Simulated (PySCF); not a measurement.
Molfile (atoms numbered from 1):
```
C8H12BN
     RDKit          3D

 22 23  0  0  0  0  0  0  0  0999 V2000
   -1.4931   -0.5536   -1.3996 B   0  0  0  0  0  0  0  0  0  0  0  0
   -2.4576    0.3508   -0.5695 C   0  0  0  0  0  0  0  0  0  0  0  0
   -1.8393    0.4149    0.8348 C   0  0  0  0  0  0  0  0  0  0  0  0
   -1.1117   -0.9222    1.0052 C   0  0  0  0  0  0  0  0  0  0  0  0
   -0.4874   -1.2505   -0.3651 C   0  0  2  0  0  0  0  0  0  0  0  0
    0.8361   -0.6791   -0.5457 N   0  0  0  0  0  0  0  0  0  0  0  0
    1.1010    0.5909   -0.9912 C   0  0  0  0  0  0  0  0  0  0  0  0
    2.4673    0.7819   -0.9854 C   0  0  0  0  0  0  0  0  0  0  0  0
    3.0501   -0.4243   -0.5151 C   0  0  0  0  0  0  0  0  0  0  0  0
    2.0180   -1.3017   -0.2519 C   0  0  0  0  0  0  0  0  0  0  0  0
   -1.5103   -0.7502   -2.5902 H   0  0  0  0  0  0  0  0  0  0  0  0
   -2.7699    1.3106   -1.0083 H   0  0  0  0  0  0  0  0  0  0  0  0
   -3.3835   -0.2703   -0.5513 H   0  0  0  0  0  0  0  0  0  0  0  0
   -1.1095    1.2408    0.8768 H   0  0  0  0  0  0  0  0  0  0  0  0
   -2.5708    0.6026    1.6362 H   0  0  0  0  0  0  0  0  0  0  0  0
   -0.3650   -0.9169    1.8142 H   0  0  0  0  0  0  0  0  0  0  0  0
   -1.8465   -1.7103    1.2469 H   0  0  0  0  0  0  0  0  0  0  0  0
   -0.3939   -2.3353   -0.5304 H   0  0  0  0  0  0  0  0  0  0  0  0
    0.2945    1.2676   -1.2737 H   0  0  0  0  0  0  0  0  0  0  0  0
    2.9874    1.6875   -1.2904 H   0  0  0  0  0  0  0  0  0  0  0  0
    4.1107   -0.6305   -0.3846 H   0  0  0  0  0  0  0  0  0  0  0  0
    2.0283   -2.3248    0.1186 H   0  0  0  0  0  0  0  0  0  0  0  0
  1  2  1  0
  2  3  1  0
  3  4  1  0
  4  5  1  0
  5  6  1  0
  6  7  1  0
  7  8  2  0
  8  9  1  0
  9 10  2  0
  5  1  1  0
 10  6  1  0
  1 11  1  0
  2 12  1  0
  2 13  1  0
  3 14  1  0
  3 15  1  0
  4 16  1  0
  4 17  1  0
  5 18  1  6
  7 19  1  0
  8 20  1  0
  9 21  1  0
 10 22  1  0
M  END
```

Geometry: PBE0-D3(BJ)/def2-SVP; GIAO shifts from PySCF 2.14.0 with density-fitted response routines, gas phase, non-relativistic, averaged over equivalent atoms.

At PBE0/pcSseg-1 (230 basis functions, 60 s wall time on 1 thread of an Arm Neoverse V2, shared host):
```json
{"atoms": "B1", "δ (ppm)": "91.3"}
{"atoms": "C7/C10", "δ (ppm)": "123.0"}
{"atoms": "C8/C9", "δ (ppm)": "114.3"}
{"atoms": "C5", "δ (ppm)": "54.8"}
{"atoms": "C4", "δ (ppm)": "39.3"}
{"atoms": "C2", "δ (ppm)": "36.5"}
{"atoms": "C3", "δ (ppm)": "28.3"}
{"atoms": "N6", "δ (ppm)": "192.2"}
{"atoms": "H11", "δ (ppm)": "7.97"}
{"atoms": "H20/H21", "δ (ppm)": "6.27"}
{"atoms": "H19/H22", "δ (ppm)": "6.11"}
{"atoms": "H18", "δ (ppm)": "4.02"}
{"atoms": "H12", "δ (ppm)": "2.35"}
{"atoms": "H16", "δ (ppm)": "2.04"}
{"atoms": "H15", "δ (ppm)": "1.93"}
{"atoms": "H14", "δ (ppm)": "1.83"}
{"atoms": "H17", "δ (ppm)": "1.46"}
{"atoms": "H13", "δ (ppm)": "0.70"}
```

Scale: ¹¹B (100.73 ppm) vs BF3·OEt2; TMS for ¹³C (184.41 ppm) and ¹H (31.27 ppm); ¹⁵N (265.67 ppm) against NH3 (reference shieldings calculated alike).

Q: Estimate the result of repeating the calculation with KT2/pcSseg-1.

A: 
```csv
atoms,δ at KT2/pcSseg-1,change
B1,85.1,-6.2
C7/C10,113.8,-9.2
C8/C9,105.5,-8.8
C5,56.4,+1.6
C4,40.3,+1.0
C2,37.5,+1.0
C3,29.4,+1.1
N6,186.2,-6.0
H11,7.92,-0.05
H20/H21,6.14,-0.13
H19/H22,6.06,-0.05
H18,4.25,+0.23
H12,2.49,+0.14
H16,2.14,+0.10
H15,2.02,+0.09
H14,1.83,+0.00
H17,1.48,+0.02
H13,0.78,+0.08
```

Shifts are taken against calculated references (same method and geometry level): BF3·OEt2 for ¹¹B (99.90 ppm); ¹³C (183.22 ppm) and ¹H (31.18 ppm) against TMS; ¹⁵N (264.30 ppm) against NH3.

The largest change is at C7/C10 (aromatic CH next to a ring nitrogen). Cost: 230 basis functions, 60 s wall time on 1 thread of an Arm Neoverse V2, shared host. The order of the carbon signals is the same at both levels.

A carbon bonded to boron is broadened by the quadrupolar boron nucleus and is often missing from a measured spectrum. Experimental scales use liquid or dissolved standards, which lie at an offset from isolated NH3 (liquid NH3: subtract about 20 ppm). Unscaled 15N shifts of sp2 nitrogen come out 20 to 40 ppm too high even then.
